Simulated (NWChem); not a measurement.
Program: NWChem. System: BrSi (+1), charge 1, spin multiplicity 1, at a geometry optimised with PBE0/def2-SVP. The structure started from a generated list of species. Level: EOM-CCSD/def2-SVPD, 14 core orbitals frozen.

Job file:

```
start mol
memory heap 100 mb stack 700 mb global 1900 mb
charge 1
geometry units angstroms nocenter noautoz
  Si     0.000000     0.000000     1.513825
  Br     0.000000     0.000000    -0.605530
  symmetry group C2v
end
basis spherical
  * library def2-svpd
end
scf
  rhf
  nopen 0
  maxiter 100
  thresh 1e-7
  semidirect memsize 60000000 filesize 0
end
tce
  freeze core 14
  ccsd
  nroots 1
  2eorb
  2emet 13
  thresh 1e-5
  maxiter 200
  tilesize 24
end
task tce energy
```

NWChem printed:

```
             Northwest Computational Chemistry Package (NWChem) 7.3.0
             --------------------------------------------------------

                                NWChem Input Module
                                -------------------

 Scaling coordinates for geometry "geometry" by  1.889725989
 (inverse scale =  0.529177249)

 Turning off AUTOSYM since
 SYMMETRY directive was detected!

                             Geometry "geometry" -> ""
                             -------------------------

 Output coordinates in angstroms (scale by  1.889725989 to convert to a.u.)

  No.       Tag          Charge          X              Y              Z
 ---- ---------------- ---------- -------------- -------------- --------------
    1 Si                  14.0000     0.00000000     0.00000000     1.51382500
    2 Br                  35.0000     0.00000000     0.00000000    -0.60553000

 Effective nuclear repulsion energy (a.u.)     122.3470593694

            Nuclear Dipole moment (a.u.)
            ----------------------------
        X                 Y               Z
 ---------------- ---------------- ----------------
     0.0000000000     0.0000000000     0.0000000000

      Symmetry information
      --------------------

 Group name             C2v
 Group number             16
 Group order               4
 No. of unique centers     2

      Symmetry unique atoms

     1    2


 Summary of "ao basis" -> "" (spherical)
 ------------------------------------------------------------------------------
       Tag                 Description            Shells   Functions and Types
 ---------------- ------------------------------  ------  ---------------------
 *                         def2-svpd                  on all atoms

 Summary of "ao basis" -> "ao basis" (spherical)
 ------------------------------------------------------------------------------
       Tag                 Description            Shells   Functions and Types
 ---------------- ------------------------------  ------  ---------------------
 Si                        def2-svpd                10       24   5s3p2d
 Br                        def2-svpd                15       41   6s5p4d

                                 NWChem SCF Module
                                 -----------------

  ao basis        = "ao basis"
  functions       =    65
  atoms           =     2
  closed shells   =    24
  open shells     =     0
  charge          =   1.00
  wavefunction    = RHF
  use symmetry    = T
  symmetry adapt  = T

 Summary of "ao basis" -> "ao basis" (spherical)
 ------------------------------------------------------------------------------
       Tag                 Description            Shells   Functions and Types
 ---------------- ------------------------------  ------  ---------------------
 Si                        def2-svpd                10       24   5s3p2d
 Br                        def2-svpd                15       41   6s5p4d

      Symmetry analysis of basis
      --------------------------

        a1         31
        a2          6
        b1         14
        b2         14

 Forming initial guess at       0.0s

      Superposition of Atomic Density Guess
      -------------------------------------

 Sum of atomic energies:       -2860.82716331

 Renormalizing density from      49.00 to     48

      Non-variational initial energy
      ------------------------------

 Total energy =   -2825.018803
 1-e energy   =   -4139.715463
 2-e energy   =    1192.349601
[...]
      Residuum       Omega / hartree  Omega / eV    Cpu    Wall
 --------------------------------------------------------------

 Iteration   1 using    2 trial vectors
   0.4627749850361   0.2985207330572    8.12317     1.1     1.1

 Iteration   2 using    3 trial vectors
   0.1083583971422   0.1953049257589    5.31452     0.5     0.5

 Iteration   3 using    4 trial vectors
   0.0379429885655   0.1902544654833    5.17709     0.5     0.5

 Iteration   4 using    5 trial vectors
   0.0105589830450   0.1894990515190    5.15653     0.4     0.4

 Iteration   5 using    6 trial vectors
   0.0036304996627   0.1893294489050    5.15192     0.4     0.4

 Iteration   6 using    7 trial vectors
   0.0012933045053   0.1893127686020    5.15146     0.4     0.4

 Iteration   7 using    8 trial vectors
   0.0004058613155   0.1893129633187    5.15147     0.5     0.5

 Iteration   8 using    9 trial vectors
   0.0001208923569   0.1893144492682    5.15151     0.5     0.5

 Iteration   9 using   10 trial vectors
   0.0000376578568   0.1893153615317    5.15154     0.4     0.4

 Iteration  10 using   11 trial vectors
   0.0000115113628   0.1893153469751    5.15153     0.5     0.5

 Iteration  11 using   12 trial vectors
   0.0000045301309   0.1893154518882    5.15154     0.4     0.4
 --------------------------------------------------------------
 Iterations converged
 ------------------

 Excited state root  1
 Excitation energy / hartree =        0.189315451888192
                   / eV      =        5.151537749180073
 largest EOMCCSD amplitudes: R1 and R2

 Singles contributions
    25b1  (alpha) ---    23b2  (alpha)        0.6450902552
    26b2  (alpha) ---    22b1  (alpha)       -0.6450902552

 Doubles contributions

 =========================================
 Excited-state calculation ( b1  symmetry)
 =========================================
 Dim. of EOMCC iter. space      500

 EOMCCSD SOLVER TYPE  1
  maxdiff =   0.43782580709042390

 No. of initial right vectors    1

 EOM-CCSD right-hand side iterations
 --------------------------------------------------------------
      Residuum       Omega / hartree  Omega / eV    Cpu    Wall
 --------------------------------------------------------------

 Iteration   1 using    1 trial vectors
   0.4098594860991   0.2724467152955    7.41366     0.4     0.4

 Iteration   2 using    2 trial vectors
   0.1172601571229   0.1947297968612    5.29887     0.3     0.3

 Iteration   3 using    3 trial vectors
   0.0479768415011   0.1883501157264    5.12527     0.3     0.3

 Iteration   4 using    4 trial vectors
   0.0190364517216   0.1868153392849    5.08351     0.3     0.3

 Iteration   5 using    5 trial vectors
   0.0085436044338   0.1863708691333    5.07141     0.3     0.3

 Iteration   6 using    6 trial vectors
   0.0041560574475   0.1863223851771    5.07009     0.3     0.3

 Iteration   7 using    7 trial vectors
   0.0019517354063   0.1862996488334    5.06947     0.3     0.3

 Iteration   8 using    8 trial vectors
   0.0007598007175   0.1863102699531    5.06976     0.3     0.3

 Iteration   9 using    9 trial vectors
   0.0003135625567   0.1863110354567    5.06978     0.3     0.3

 Iteration  10 using   10 trial vectors
   0.0001235678898   0.1863113483518    5.06979     0.3     0.3

 Iteration  11 using   11 trial vectors
   0.0000604467719   0.1863111081196    5.06979     0.3     0.3

 Iteration  12 using   12 trial vectors
   0.0000338043202   0.1863109735172    5.06978     0.3     0.3

 Iteration  13 using   13 trial vectors
   0.0000153032092   0.1863109825982    5.06978     0.3     0.3

 Iteration  14 using   14 trial vectors
   0.0000066014362   0.1863109780349    5.06978     0.3     0.3
 --------------------------------------------------------------
 Iterations converged
 ------------------

 Excited state root  1
 Excitation energy / hartree =        0.186310978034943
                   / eV      =        5.069781821087246
 largest EOMCCSD amplitudes: R1 and R2

 Singles contributions
    25b1  (alpha) ---    24a1  (alpha)       -0.9130349749

 Doubles contributions

 =========================================
 Excited-state calculation ( b2  symmetry)
 =========================================
 Dim. of EOMCC iter. space      500

 EOMCCSD SOLVER TYPE  1
  maxdiff =   0.43782580709042662

 No. of initial right vectors    1

 EOM-CCSD right-hand side iterations
 --------------------------------------------------------------
      Residuum       Omega / hartree  Omega / eV    Cpu    Wall
 --------------------------------------------------------------

 Iteration   1 using    1 trial vectors
   0.4098594860991   0.2724467152955    7.41366     0.4     0.4

 Iteration   2 using    2 trial vectors
   0.1172601571229   0.1947297968612    5.29887     0.3     0.3

 Iteration   3 using    3 trial vectors
   0.0479768415011   0.1883501157264    5.12527     0.3     0.3

 Iteration   4 using    4 trial vectors
   0.0190364517216   0.1868153392849    5.08351     0.3     0.3

 Iteration   5 using    5 trial vectors
   0.0085436044338   0.1863708691333    5.07141     0.3     0.3

 Iteration   6 using    6 trial vectors
   0.0041560574475   0.1863223851771    5.07009     0.3     0.3

 Iteration   7 using    7 trial vectors
   0.0019517354063   0.1862996488334    5.06947     0.4     0.4

 Iteration   8 using    8 trial vectors
   0.0007598007175   0.1863102699531    5.06976     0.4     0.4

 Iteration   9 using    9 trial vectors
   0.0003135625567   0.1863110354567    5.06978     0.4     0.4

 Iteration  10 using   10 trial vectors
   0.0001235678898   0.1863113483518    5.06979     0.3     0.3

 Iteration  11 using   11 trial vectors
   0.0000604467719   0.1863111081196    5.06979     0.5     0.5

 Iteration  12 using   12 trial vectors
   0.0000338043202   0.1863109735172    5.06978     0.5     0.5

 Iteration  13 using   13 trial vectors
   0.0000153032092   0.1863109825982    5.06978     0.4     0.4

 Iteration  14 using   14 trial vectors
   0.0000066014362   0.1863109780349    5.06978     0.4     0.4
 --------------------------------------------------------------
 Iterations converged
 ------------------

 Excited state root  1
 Excitation energy / hartree =        0.186310978034947
                   / eV      =        5.069781821087341
 largest EOMCCSD amplitudes: R1 and R2

 Singles contributions
    26b2  (alpha) ---    24a1  (alpha)       -0.9130349749

 Doubles contributions

 Task  times  cpu:       25.9s     wall:       25.9s

 Total times  cpu:       25.9s     wall:       25.9s
```
